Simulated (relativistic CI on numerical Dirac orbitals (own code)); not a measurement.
## Line list: Electric-dipole lines, V VIII

These numbers are calculated, not measured: Dirac-Coulomb-Breit CI, separate exchange-only KLI orbitals for each configuration, model QED, unscaled Slater integrals (own radial code, finite nucleus).

Configurations in the expansion (outside the closed core [Ne]): 3s²3p⁴, 3s3p⁵, 3p⁶, 3s²3p³3d, 3s3p⁴3d, 3p⁵3d, 3s3p³3d², 3s²3p³4s, 3s²3p³4p, 3s²3p²3d4p, 3p⁵4s, 3s²3p³4d, 3p⁵4p, 3s3p⁴4s, 3s3p³3d4s, 3s²3p³4f, 3s3p⁴4p, 3s²3p³5s, 3s²3p³5p, 3s²3p³5d, 3s²3p²4s4p, 3s3p⁴4d, 3s²3p³5f, 3s²3p³5g, 3s²3p³6s, 3p⁴3d4p, 3s²3p³6p, 3s3p⁴4f, 3s²3p³6d, 3s²3p²3d², 3s²3p3d³, 3s3p²3d³, 3s²3p3d²4s, 3s²3p3d²4p, 3s²3p3d²4d, 3p⁴3d², 3p³3d³, 3p³3d²4s, 3p³3d²4p, 3p³3d²4d, 3s²3p²3d4s, 3s3p²3d²4s, 3s²3p3d4s², 3s²3p3d4s4p, 3s²3p3d4s4d, 3s²3p²4s², 3s3p²3d4s², 3s²3p4s²4p, 3s²3p4s²4d, 3p⁴3d4s, 3p³3d4s², 3p³3d4s4p, 3p³3d4s4d, 3s²3p²4p², 3s²3p3d4p², 3s3p²3d4p², 3s²3p4s4p², 3s²3p4p³, 3s²3p4p²4d. Double excitations out of closed p, d and f shells are left out; levels of such configurations are missing from the list, as are those of other unlisted configurations, and high levels can miss mixing partners. These lack a partner that the ground configuration has and come out too high: 3s²3p³4f, 3s3p⁴4p, 3s²3p³5s, 3s²3p³5p, 3s²3p³5d.

| λ vac (nm) | Lower | Upper | A (s⁻¹) | E lower (cm⁻¹) | E upper (cm⁻¹) |
| --- | --- | --- | --- | --- | --- |
| 11.128 | 3s²3p⁴ ¹D2 [4] | 3s²3p³4d ¹F°3 [362] | 7.20e+10 | 28815 | 927434 |
| 14.526 | 3s²3p⁴ ¹D2 [4] | 3s²3p³4s ¹D°2 [135] | 5.78e+10 | 28815 | 717240 |
| 21.321 | 3s²3p³3d ³F°4 [21] | 3s²3p²3d² ³F4 [217] | 3.81e+10 | 334286 | 803318 |
| 21.879 | 3s3p⁵ ¹P°1 [9] | 3s3p⁴3d ¹P1 [154] | 7.96e+10 | 281239 | 738304 |
| 22.189 | 3s3p⁵ ³P°2 [6] | 3s3p⁴3d ³D3 [105] | 9.46e+10 | 216049 | 666715 |
| 22.230 | 3s²3p⁴ ³P2 [1] | 3s²3p³3d ³D°2 [43] | 2.58e+10 | 0 | 449837 |
| 22.236 | 3s3p⁵ ³P°1 [7] | 3s3p⁴3d ³D2 [110] | 7.45e+10 | 220943 | 670658 |
| 22.294 | 3s3p⁵ ³P°0 [8] | 3s3p⁴3d ³D1 [111] | 6.19e+10 | 223737 | 672297 |
| 22.304 | 3s²3p⁴ ¹D2 [4] | 3s²3p³3d ¹F°3 [46] | 1.26e+11 | 28815 | 477160 |
| 22.405 | 3s²3p⁴ ³P1 [2] | 3s²3p³3d ³D°1 [44] | 4.66e+10 | 5928 | 452255 |
| 22.419 | 3s²3p⁴ ³P2 [1] | 3s²3p³3d ³D°3 [42] | 1.15e+11 | 0 | 446058 |
| 22.487 | 3s²3p⁴ ³P0 [3] | 3s²3p³3d ³D°1 [44] | 6.48e+10 | 7561 | 452255 |
| 22.527 | 3s²3p⁴ ³P1 [2] | 3s²3p³3d ³D°2 [43] | 8.74e+10 | 5928 | 449837 |
| 22.544 | 3s3p⁵ ³P°2 [6] | 3s3p⁴3d ³P2 [99] | 7.56e+10 | 216049 | 659620 |
| 22.661 | 3s²3p³3d ³G°3 [22] | 3s²3p²3d² ³G3 [205] | 7.55e+10 | 353560 | 794840 |
| 22.706 | 3s²3p³3d ³G°4 [23] | 3s²3p²3d² ³G4 [204] | 7.37e+10 | 354096 | 794512 |
| 22.753 | 3s²3p³3d ³G°5 [24] | 3s²3p²3d² ³G5 [203] | 7.86e+10 | 354887 | 794385 |
| 22.861 | 3s²3p⁴ ¹S0 [5] | 3s²3p³3d ¹P°1 [53] | 1.02e+11 | 63407 | 500842 |
| 22.891 | 3s²3p⁴ ¹D2 [4] | 3s²3p³3d ¹D°2 [45] | 8.96e+10 | 28815 | 465672 |
| 22.903 | 3s²3p³3d ⁵D°2 [12] | 3s²3p²3d² ⁵D1 [151] | 7.18e+10 | 298399 | 735016 |
| 22.934 | 3s²3p³3d ⁵D°3 [13] | 3s²3p²3d² ⁵D2 [149] | 5.60e+10 | 298563 | 734595 |
| 22.965 | 3s²3p³3d ⁵D°3 [13] | 3s²3p²3d² ⁵D3 [148] | 4.37e+10 | 298563 | 734002 |
| 22.982 | 3s²3p³3d ⁵D°4 [14] | 3s²3p²3d² ⁵D3 [148] | 4.05e+10 | 298875 | 734002 |
| 23.029 | 3s²3p³3d ⁵D°4 [14] | 3s²3p²3d² ⁵D4 [146] | 9.23e+10 | 298875 | 733112 |
| 23.037 | 3s3p⁴3d ⁵D4 [48] | 3s3p³3d² ⁵P°3 [354] | 8.42e+10 | 488210 | 922295 |
| 23.223 | 3s²3p³3d ⁵D°3 [13] | 3s²3p²3d² ⁵P3 [144] | 3.35e+10 | 298563 | 729176 |
| 23.240 | 3s²3p³3d ⁵D°4 [14] | 3s²3p²3d² ⁵P3 [144] | 6.43e+10 | 298875 | 729176 |
| 23.469 | 3s²3p⁴ ³P2 [1] | 3s²3p³3d ³P°1 [38] | 5.92e+10 | 0 | 426087 |
| 23.507 | 3s²3p³3d ¹G°4 [25] | 3s²3p²3d² ¹G4 [198] | 5.48e+10 | 362798 | 788195 |
| 23.534 | 3s²3p⁴ ³P2 [1] | 3s²3p³3d ³P°2 [37] | 7.65e+10 | 0 | 424916 |
| 23.565 | 3s²3p⁴ ³P1 [2] | 3s²3p³3d ³P°0 [40] | 1.01e+11 | 5928 | 430282 |
| 23.794 | 3s3p⁵ ¹P°1 [9] | 3s²3p²3d² ¹D2 [128] | 4.30e+10 | 281239 | 701515 |
| 23.846 | 3s3p⁵ ³P°2 [6] | 3s3p⁴3d ³S1 [87] | 5.89e+10 | 216049 | 635398 |
| 23.867 | 3s²3p⁴ ³P1 [2] | 3s²3p³3d ³P°2 [37] | 1.99e+10 | 5928 | 424916 |
| 23.992 | 3s²3p³3d ³F°4 [27] | 3s²3p²3d² ³D3 [210] | 6.10e+10 | 380799 | 797602 |
| 24.758 | 3s²3p³3d ³D°3 [42] | 3s²3p²3d² ³F4 [279] | 7.97e+10 | 446058 | 849962 |
| 24.784 | 3s²3p³3d ¹F°3 [46] | 3s²3p²3d² ¹G4 [296] | 9.41e+10 | 477160 | 880647 |
| 24.816 | 3s²3p³3d ³D°2 [43] | 3s²3p²3d² ³F3 [280] | 7.09e+10 | 449837 | 852810 |
| 24.873 | 3s²3p⁴ ¹D2 [4] | 3s²3p³3d ³P°1 [41] | 3.41e+10 | 28815 | 430849 |
| 25.083 | 3s²3p³3d ¹G°4 [25] | 3s²3p²3d² ¹F3 [176] | 5.18e+10 | 362798 | 761479 |
| 25.145 | 3s²3p³3d ³G°5 [24] | 3s²3p²3d² ³H6 [167] | 3.21e+10 | 354887 | 752576 |
| 25.275 | 3s²3p³3d ³G°4 [23] | 3s²3p²3d² ³H5 [162] | 2.39e+10 | 354096 | 749749 |
| 25.399 | 3s²3p³3d ³G°3 [22] | 3s²3p²3d² ³H4 [160] | 3.19e+10 | 353560 | 747279 |
| 25.817 | 3s²3p³3d ³G°5 [24] | 3s²3p²3d² ³F4 [157] | 4.50e+10 | 354887 | 742226 |
| 26.229 | 3s²3p³3d ⁵D°4 [14] | 3s²3p²3d² ⁵F5 [120] | 2.25e+10 | 298875 | 680134 |

Terms are leading LS components. Brackets give the number of a level in order of energy, since labels repeat. The list gives strong lines, with weight on those to low levels, without lines whose two gauges differ by over a factor of 2.5, among the lowest 400 of 8868 levels, so that lines to higher ones, which can be the strongest, are missing, and without 4 lines that miss the measured interval by over 7 %, start from a term whose rates miss tabulated ones by over 60 %, have gauges far apart or, lacking measured levels, span too small a gap for the errors found; lines with a level outside our table were not tested and can miss by more. Levels whose partners in the same complex of configurations lie outside the list can be far off, and so can their lines. Rates are taken at the computed energies, electric ones in the length gauge.

At this charge configurations can still be misplaced by up to about 7 % of their energy. 23 of the 27 excited levels that our extract of the measured tables holds in this range could be paired (the sources list more); they are missed by 12012 cm⁻¹ on average and 84490 at most, and levels without a partner can miss by more.

LS names give the leading component of a level, which can be under half, so a name can repeat, a term be missing and a line seem to break the LS rules.
